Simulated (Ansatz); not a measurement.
Computed with Ansatz on PBE0-D4/def2-TZVP structures; ΔE is electronic, products minus reactants. CCSD(T)/CBS adds triple-zeta CCSD(T) − MP2 to the extrapolated MP2 energy (def2 sets, frozen cores). This one scheme is used for every species. Functionals use def2-TZVPP. B3LYP here is the variant with VWN-RPA as its local correlation; programs differ in this. Each species was taken in one conformer, which may not be the lowest.

Reaction (ligand exchange at the Si–N bond): `C=N[SiH](C)O` + H₂S → `C[SiH](O)S` + `C=N`

`C=N[SiH](C)O`:

```xyz
12

C    -0.692   -0.335   -2.070
N    -0.646    0.483   -1.118
Si   -0.359    0.091    0.551
C     1.217    0.910    1.071
O    -0.189   -1.528    0.843
H    -0.565   -1.423   -1.954
H    -0.866    0.013   -3.096
H    -1.548    0.603    1.283
H     2.064    0.474    0.536
H     1.386    0.777    2.142
H     1.186    1.978    0.851
H    -0.987   -2.044    0.961
```

H₂S:

```xyz
3

S    -0.063   -0.616   -0.028
H    -0.908    0.394    0.227
H     0.971    0.222   -0.199
```

`C[SiH](O)S`:

Cartesian coordinates in Å:
```
C 1.041 -0.766 -0.482
Si -0.405 -0.092 0.458
O -1.678 -0.139 -0.584
S -0.064 1.880 1.219
H 1.927 -0.810 0.155
H 0.820 -1.773 -0.843
H 1.267 -0.137 -1.346
H -0.682 -0.861 1.700
H -2.485 0.295 -0.300
H 0.260 2.402 0.023
```

`C=N`:

Cartesian coordinates in Å:
```
C 0.337 0.190 -0.048
N -0.408 -0.636 0.545
H 0.044 0.786 -0.920
H 1.355 0.340 0.319
H -1.328 -0.680 0.104
```

(1) Is it downhill or uphill in electronic energy at CCSD(T)/CBS, and by how much? (Best estimate.)

(2) What do these levels give: PBE-D4, B97M-V, B3LYP-D4, CAM-B3LYP-D4, ωB97M-V, CCSD/def2-SVP, CCSD(T)/def2-SVP, MP2/def2-TZVPP, SCS-MP2/def2-TZVPP, CCSD/def2-TZVPP, HF/CBS(def2), CCSD/CBS(def2)? (Best estimate.)

(3) What do rigid-rotor, harmonic-oscillator terms from PBE0-D4/def2-TZVP frequencies (298.15 K, 1 bar) make of the CCSD(T)/CBS value? (Best estimate.)

Largest T1 diagnostic among the species: 0.012.

## Answers

(1) The calculation gave: Downhill: ΔE = -19.4 kJ/mol.

(2) Ansatz gave: PBE-D4 -24.7, B97M-V -19.6, B3LYP-D4 -15.3, CAM-B3LYP-D4 -12.3, ωB97M-V -18.0, CCSD/def2-SVP -16.5, CCSD(T)/def2-SVP -16.7, MP2/def2-TZVPP -18.3, SCS-MP2/def2-TZVPP -16.3, CCSD/def2-TZVPP -16.4, HF/CBS(def2) -10.3, CCSD/CBS(def2) -18.2 kJ/mol.

(3) Computed: ΔZPE = +10.1 kJ/mol, ΔH = -10.8 kJ/mol, ΔS = 9 J/(mol·K), ΔG = -13.4 kJ/mol.

Leaving LDA and LC-ωPBE aside and taking each functional with its dispersion term where it has one, the values spread over 12.3 kJ/mol, from PBE-D4 to CAM-B3LYP-D4. LDA lies +6.7 kJ/mol from PBE without D4. From BLYP to BHLYP (50 % exact exchange), in def2-TZVPP and without D4, ΔE moves by +3.2 kJ/mol. In def2-TZVPP, CCSD(T) changes the Hartree–Fock value by −6.3 kJ/mol (the triples alone add −1.2 kJ/mol) and MP2 by −6.9 kJ/mol.
